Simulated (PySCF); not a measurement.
## NMR data sheet: CH$_{10}$N$_{2}$OSi$_{2}$

| Item | Value |
| --- | --- |
| Formula | CH10N2OSi2 |
| SMILES | CO[Si](N)(N)[SiH3] |
| InChI | InChI=1S/CH10N2OSi2/c1-4-6(2,3)5/h2-3H2,1,5H3 |
| Point group of the computed structure | C1 |
| Degrees of unsaturation | 0 |
| Carbon signals | 1 |
| Proton signals | 3 |

Atoms are numbered as in `[CH3:1][O:2][Si:3]([NH2:4])([NH2:5])[SiH3:6]`. Each H is labelled by its parent atom.

No relativistic terms, no solvent, one computed conformer, equivalent nuclei averaged. PBE0/pcSseg-1 with gauge-including orbitals; geometry from GFN2-xTB; PySCF 2.14.0 with density-fitted response routines.

Chemical shifts δ = σref − σ; 1H (31.72 ppm), 13C (186.93 ppm), 29Si (349.16 ppm) vs TMS; 15N (267.73 ppm) vs NH3; 17O (336.08 ppm) vs H2O, all at this level.

```tsv
carbon	δC, type	δH (multiplicity)	HMBC from (2–3 bonds)	span of the C tensor (ppm)
C1	52.7, CH3	3.80 (s)	–	76
```

Other nuclei:
| atoms | nucleus | environment | δ (ppm) | σ (ppm) |
| --- | --- | --- | --- | --- |
| H(Si6) | 1H | hydrogen on a silicon bonded to Si | 3.14 | 28.57 |
| H(N4)/H(N5) | 1H | hydrogen on a nitrogen bonded to Si | 0.61 | 31.11 |
| Si3 | 29Si | silicon bonded to 2 N, O, Si | -19.6 | 368.7 |
| Si6 | 29Si | silicon bonded to Si, 3 H | -135.7 | 484.9 |
| N4/N5 | 15N | nitrogen bonded to Si, 2 H | 36.3 | 231.4 |
| O2 | 17O | oxygen bonded to C, Si | 38.9 | 297.2 |

- δC 52.7: methyl carbon bonded to O; pulled downfield by the heteroatom.
- δH 3.80: hydrogen on a methyl carbon bonded to O; its carbon carries O, hence the downfield position.
- δH 3.14: hydrogen on a silicon bonded to Si.
- δH 0.61: hydrogen on a nitrogen bonded to Si; exchangeable; this is the value without hydrogen bonding to other molecules.

OH and NH positions are those of a molecule without intermolecular hydrogen bonds; in solution they move with solvent, concentration and temperature, and exchange usually removes their couplings. Shifts are as computed. Against solution values, carbons near 30 ppm lie about +3 ppm off and those near 130 ppm about +5 ppm. Of 1313 compounds with measured shifts, 239 miss one by over three times the rms of a fit or turn the order of signals round; such compounds aren't used in these exercises. Experimental scales use liquid or dissolved standards, which lie at an offset from isolated NH3 (liquid NH3: subtract about 20 ppm) and H2O (liquid H2O: subtract about 36 ppm). Multiplicities follow the n + 1 count of equivalent neighbours, as no J values were calculated; m marks all less simple cases, F and P coupling included.
